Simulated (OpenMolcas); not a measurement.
## Ta3+: moving or changing the point charges

Ta3+ among 6 point charges of -1 e arranged as an octahedron (Oh), 1.97 Å from the ion.

```yaml
Program: OpenMolcas 26.06
Method: CASSCF
Basis: ANO-RCC-VDZP [7s6p4d2f1g]
Scalar_Hamiltonian: DKH2, point nucleus
Active_space: 2 electrons in 5 orbitals (5d)
State_averaging: 2S+1 = 3 even, 10 roots; 2S+1 = 1 even, 15 roots
Spin-orbit_coupling: RASSI with atomic mean-field integrals over the reference wave functions
```

Runs around this geometry, states (labels of O, the rotations of Oh). Energies in cm-1 above the lowest state or level, χT in cm3 K/mol; under a threefold ground state the first gap can be a small split of the lowest multiplet, not the spin-orbit step; 10Dq and B are least-squares fits to the states below 45000 cm-1, weighted by degeneracy, with a free offset, and given where the rms deviation is under 5 % of |10Dq| (or 100 cm-1) and under 700 cm-1.

| R (Å) | q (e) | Ground state | First state of that spin | 10Dq | B (rms of fit) | First gap with spin-orbit (degeneracies) | χT at 300 K | First state of another spin |
| --- | --- | --- | --- | --- | --- | --- | --- | --- |
| 1.97 | -0.5 | 3T1 | 3T2 5612 | 6588 | 680 (63) | 800.6 (2, 3) | 0.084 | 1T2 9743 |
| 1.97 | -1 | 3T1 | 3T2 12046 | 13623 | 660 (158) | 540.3 (2, 3) | 0.068 | 1T2 9419 |
| 2.06 | -1 | 3T1 | 3T2 9969 | 11406 | 668 (136) | 631.3 (2, 3) | 0.066 | 1T2 9549 |

Taking |10Dq| as R^-n, n = -ln(11406 / 13623) / ln(2.06 / 1.97) = 4.0 between the shortest and longest distance. The point-charge formula for a cubic d site gives n = 5.

Scaling the charges by -0.5 / -1 = 0.50 scales |10Dq| by 6588 / 13623 = 0.48; with fixed orbitals a first-order splitting would follow the charge.

An orbital triplet at a regular site is open to Jahn-Teller coupling, which can distort the site and quench the lowest spin-orbit gaps and is left out. Without dynamic correlation the repulsion within the d shell is too large (B by tens of per cent), so at a given field states of lower spin stand too high. This field is weak: 10Dq is about 6588 cm-1, while octahedral complexes of 5d ions of charge 3 and more, computed by the same method with explicit ligands, had a median near 35000 cm-1. Ground spin and moment need not be those of a real site (figures for R = 1.97, q = -0.5; the like holds for R = 1.97, q = -1, R = 2.06, q = -1). Point charges carry no covalency, so the field is a model and not that of real ligands. No measured value stands beside these numbers.
